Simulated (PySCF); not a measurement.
Ionisation energy of Co⁺ by level of theory

Co⁺ [Ar] 3d8 (3F) → Co²⁺ [Ar] 3d7 (4F), as a difference of total energies. Computed with PySCF 2.14 in x2c-QZVPPall with one added diffuse shell each of s, p, d, f, g type (12s8p6d5f3g, 128 functions), with scalar relativity by spin-free X2C-1e. Correlated levels: valence: [Ar] frozen; valence and next inner shell: [Ne] frozen. The calculations carry no spin-orbit coupling.

```
                                method  ionisation energy (eV)  plus first-order spin-orbit estimate  error of that sum (eV)
                                   UHF                  14.177                                14.167                  -2.917
                                   LDA                  18.337                                18.327                  +1.243
                                   PBE                  17.884                                17.873                  +0.789
                                  PBE0                  17.202                                17.191                  +0.107
                                r2SCAN                  17.379                                17.369                  +0.285
                                B2PLYP                  17.185                                17.174                  +0.090
                                PBEsol                  17.882                                17.872                  +0.788
                               LC-wPBE                  17.567                                17.557                  +0.473
                         MP2 (valence)                  16.988                                16.978                  -0.106
                     SCS-MP2 (valence)                  16.888                                16.878                  -0.206
    MP2 (valence and next inner shell)                  17.639                                17.629                  +0.545
SCS-MP2 (valence and next inner shell)                  17.342                                17.332                  +0.248
```

Reference: 17.084 eV (measured; NIST Atomic Spectra Database, ionization energies).

A first-order spin-orbit estimate (lowest level to lowest level, LS coupling) adds -0.011 eV.

Errors of the correlated levels include the incompleteness of this basis and the frozen core.
